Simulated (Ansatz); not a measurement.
Input file for CH4AlFS, SMILES `FC[S][AlH2]`:

```yaml
crystal:
  periodic: [false, false, false]
  atoms:
    - {symbol: F, position_ang: [0.832204, -0.045811, 0.714636]}
    - {symbol: C, position_ang: [0.150619, 1.196812, 0.295075]}
    - {symbol: S, position_ang: [-1.355559, 0.695675, -0.508845]}
    - {symbol: Al, position_ang: [-0.264368, -1.291441, -0.395613]}
    - {symbol: H, position_ang: [0.879909, 1.677358, -0.354612]}
    - {symbol: H, position_ang: [-0.002070, 1.748416, 1.220066]}
    - {symbol: H, position_ang: [0.730776, -1.639833, -1.575392]}
    - {symbol: H, position_ang: [-0.879411, -2.398174, 0.548887]}
basis:
  gaussian: {orbitals: def2-SVP}
correlation: {method: ccsd_t}
```

```sh
$ ansatz run in.yaml --threads 2 --pin off --events-out ev --progress --plain --max-ram 4352MiB
```

Log, shortened:

```
Functional definition: HF
798 factors; integrals over basis functions are off by at most 1.1e-3 eV
mean field evaluation 1: about -21190.2896 eV, gradient 2.2e1 eV
mean field evaluation 2: about -21190.3591 eV, gradient 2.2e1 eV
mean field evaluation 4: about -21191.8720 eV, gradient 2.8e0 eV
mean field evaluation 8: about -21191.9046 eV, gradient 2.3e-1 eV
mean field -21191.90499347 eV, -778.7881441211 hartree, gradient 1.6e-6 eV, S^2 0.000000; 0 other end points of the search recorded, 0 dependent functions left out
12 core orbitals not correlated: weight in the atoms' cores, before any rotation towards them, 1.000 or more for the frozen orbitals, at most 0.000 for the correlated occupied ones
reference -21191.90499347 eV, -778.7881441211 hartree; 12, 12 occupied and 60, 60 virtual orbitals, 798 factors
second order -14.15060743 eV of doubles, -0.00000000 eV of singles
cycle   1  -14.79630507 eV  change   -6.5e-1 eV  update   9.1e-2
cycle   2  -15.21021031 eV  change   -4.1e-1 eV  update   2.7e-2
cycle   3  -15.30172725 eV  change   -9.2e-2 eV  update   1.3e-2
cycle   4  -15.29822898 eV  change    3.5e-3 eV  update   3.0e-3
cycle   5  -15.29766317 eV  change    5.7e-4 eV  update   1.1e-3
cycle   6  -15.29771922 eV  change   -5.6e-5 eV  update   4.4e-4
cycle   7  -15.29750997 eV  change    2.1e-4 eV  update   1.7e-4
cycle   8  -15.29750370 eV  change    6.3e-6 eV  update   7.0e-5
cycle   9  -15.29753270 eV  change   -2.9e-5 eV  update   2.5e-5
perturbative correction -0.38202687 eV, -0.0140392286 hartree
Total energy: -21207.58455304 eV, -779.3643573072 hartree
```

It took 1.1 s on 2 threads of an AMD EPYC 9R45 on a shared host, with 0.25 GiB of host memory at the peak.

Correlation energy per correlated electron: -0.653 eV. T1 diagnostic: 0.0118.
